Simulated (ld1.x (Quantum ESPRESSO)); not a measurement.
# As PAW: all-electron and pseudo phase curves

arsenic (As), PAW, made with ld1.x (Quantum ESPRESSO) 7.5 (PBEsol, scalar-relativistic). Core [Ar] 3d10, reference 4s2 4p3. Waves: 4s (bound): rcut 1.45, rcutus 1.90 bohr; 4s channel at 4.15 Ry: rcut 1.45, rcutus 1.90 bohr; 4p (bound): rcut 1.45, rcutus 1.55 bohr; 4p channel at 1.5 Ry: rcut 1.45, rcutus 1.55 bohr; 4d channel at 0.45 Ry: rcut 1.50, rcutus 1.70 bohr. Local part: all-electron potential smoothed inside 1.75 bohr (lloc = -1). Core correction: Bessel-smoothed model core inside 1.35 bohr. Augmentation charge: PSQ, inside the norm-conserving radii.

The phase is arctan(r·u′/u) with u = r·R(r), unwrapped; energies in Ry, scanned from -3 to 5 Ry. A pole is an energy at which the radial function vanishes at the test radius. The pseudo phase is shifted by a multiple of π to meet the all-electron one at the reference energy, and phase errors are pseudo minus all-electron; the curves can meet again beyond the range given. Levels narrower than the energy grid can be missing from the lists of poles. Where the grid stepped over a known ghost or core level, its pole and its step of π were put in at the level’s energy.

For each channel, where are the poles, and over which energies does the pseudopotential scatter like the atom?

```
channel  radius (bohr)  reference energy (Ry)  poles, all-electron  poles, pseudo  unbroken range about the reference energy with phases within 0.05 rad  phase error 1 Ry above the reference energy (rad)
      s           2.06                  -1.07                 1.17           1.16                                                        the whole range                                             -0.000
      p           2.06                  -0.38                 2.70           2.69                                                        the whole range                                             +0.000
      d           2.06                   0.45         -2.99, -2.93           3.75                                                            -2.5 to 1.3                                             -0.093
```

Phases in the p channel:

```tsv
E (Ry)	all-electron	pseudo
-3.00	1.218	1.218
-2.52	1.168	1.168
-2.04	1.093	1.093
-1.56	0.970	0.970
-1.08	0.739	0.739
-0.60	0.249	0.249
-0.12	-0.514	-0.514
0.36	-1.024	-1.024
0.84	-1.266	-1.266
1.32	-1.395	-1.395
1.80	-1.476	-1.476
2.28	-1.532	-1.532
2.76	-1.576	-1.577
3.24	-1.613	-1.614
3.72	-1.646	-1.649
4.20	-1.679	-1.685
4.68	-1.712	-1.727
```
